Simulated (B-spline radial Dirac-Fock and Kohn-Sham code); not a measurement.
**The free lithium atom: differential elastic cross section for positrons at 2.44 keV**

Method: relativistic (Dirac) partial waves in the static field of the Dirac-Fock atom, without polarisation or absorption potentials. Computed with a radial finite-basis atomic code.

```tsv
θ (°)	dσ/dΩ (Å²/sr)
0	10.7
1	9.10
2	5.83
3	3.13
5	0.827
7	0.281
10	0.0928
15	0.0287
20	0.0122
25	0.00602
30	0.00327
40	0.00119
50	0.000537
60	0.000281
70	0.000165
80	0.000105
90	7.22e-05
100	5.26e-05
110	4.03e-05
120	3.23e-05
130	2.69e-05
140	2.33e-05
150	2.09e-05
160	1.93e-05
170	1.85e-05
180	1.82e-05
```

The total elastic cross section is 0.109 Å², the first transport cross section 0.00193 Å² and the second, weighted with (3/2) sin²θ, 0.00449 Å². The mean deflection is ⟨1 − cos θ⟩ = 0.0177, and 0.21 % of the collisions scatter beyond 90°.

Phase shifts modulo π (rad) for κ = −1 to −5: -0.608, -0.400, -0.301, -0.241, -0.200.
